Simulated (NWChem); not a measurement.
A series in which one site is exchanged, each optimised at PBE0/def2-SVP with NWChem, gas phase unless a solvent is named. Some are not confirmed as minima by frequencies. def2 effective core potentials on Zr, Hf; no spin-orbit coupling.

A: [TiH3][F] (TiH3F; site = Ti)
B: [F][ZrH3] (ZrH3F; site = Zr)
C: [HfH3][F] (HfH3F; site = Hf)
D: [SiH3]F (SiH$_{3}$F; site = Si)

### Question
Rank them by lowest singlet excitation, PBE0/def2-SVPD, TDA (eV), lowest first.

### Answer
A (3.41), B (4.19), C (4.52), D (8.01)
